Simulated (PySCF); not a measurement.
In(AsH2)(H)2 (AsH4In), SMILES [InH2][AsH2].

The structure is a stationary point at r2SCAN-D4/def2-TZVP. The def2 effective core potentials stand for the cores of In; spin–orbit coupling is left out.

Computed with PySCF with TDA-LC-ωPBE/def2-SVPD.

Vertical excitations.  State labels are in the subgroup Cs.

Q: Estimate the UV-visible absorptions. (The exact figures need the calculation; the answer reports its results.)

A: 
```
state  symmetry  energy (eV)  λ (nm)      f                                                                  main pairs
-----  --------  -----------  ------  -----  --------------------------------------------------------------------------
S1           A'         4.52     274  0.010                                                              HOMO→LUMO 91 %
S2           A"         5.43     228  0.000                                                            HOMO−1→LUMO 96 %
S3           A"         6.14     202  0.002                                                            HOMO→LUMO+3 85 %
S4           A'         6.23     199  0.242                                          HOMO→LUMO+2 60 %, HOMO−2→LUMO 21 %
S5           A'         6.48     191  0.021        HOMO→LUMO+1 46 %, HOMO−2→LUMO 30 %, HOMO→LUMO+4 9 %, HOMO→LUMO+6 7 %
S6           A'         6.94     179  0.486       HOMO−2→LUMO 35 %, HOMO→LUMO+2 27 %, HOMO→LUMO+1 12 %, HOMO→LUMO+4 8 %
S7           A'         7.62     163  0.013                       HOMO→LUMO+4 41 %, HOMO−2→LUMO+2 36 %, HOMO→LUMO+1 7 %
S8           A'         7.82     159  0.587                      HOMO−2→LUMO+2 45 %, HOMO→LUMO+4 26 %, HOMO→LUMO+1 10 %
S9           A"         7.85     158  0.228                                      HOMO−1→LUMO+2 69 %, HOMO−1→LUMO+1 15 %
S10          A"         7.94     156  0.014  HOMO→LUMO+5 46 %, HOMO−2→LUMO+3 19 %, HOMO−1→LUMO+4 10 %, HOMO→LUMO+12 8 %
T1           A'         3.97     312      0                                                              HOMO→LUMO 90 %
T2           A"         4.89     254      0                                                            HOMO−1→LUMO 94 %
T3           A'         5.06     245      0                                                            HOMO→LUMO+2 78 %
T4           A"         5.50     225      0                                          HOMO→LUMO+3 73 %, HOMO→LUMO+9 14 %
```
Triplets are in the Tamm–Dancoff approximation.
